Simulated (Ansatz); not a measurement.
System: SF2, charge 1, doublet. SF2+ (parent SMILES S(F)F, doublet).
B3LYP-D3(BJ)/def2-TZVP minimum from Ansatz (a first-principles code):
```xyz
3

F     -1.1805    -0.4466     0.0001
S      0.0011     0.5051    -0.0100
F      1.1786    -0.4513     0.0176
```
Charge +1, spin multiplicity 2.

Total energies in aug-cc-pV(D+d)Z, 19 correlated electrons, 7 frozen orbitals. Open shells are spin-unrestricted; no spin-orbit coupling. Correlated methods leave the cores frozen. No relativity. The spin of F2S+ (parent SMILES FSF, doublet) was assumed, and the state is the lowest solution found for it.

```json
[
 {"method": "HF", "program": "Ansatz", "energy (Eh)": "-596.02881", "minus CCSDT(Q) (mEh)": "562.12"},
 {"method": "MP2", "program": "Ansatz", "energy (Eh)": "-596.55723", "minus CCSDT(Q) (mEh)": "33.70"},
 {"method": "CCSD", "program": "Ansatz", "energy (Eh)": "-596.57122", "minus CCSDT(Q) (mEh)": "19.71"},
 {"method": "CCSD(T)", "program": "Ansatz", "energy (Eh)": "-596.58848", "minus CCSDT(Q) (mEh)": "2.45"},
 {"method": "CCSDT(Q)", "program": "Ansatz", "energy (Eh)": "-596.59093", "minus CCSDT(Q) (mEh)": "0.00"}
]
```

Rough core times of Ansatz's runs on a shared machine: CCSD(T) under 20 s, CCSDT(Q) 8 min.
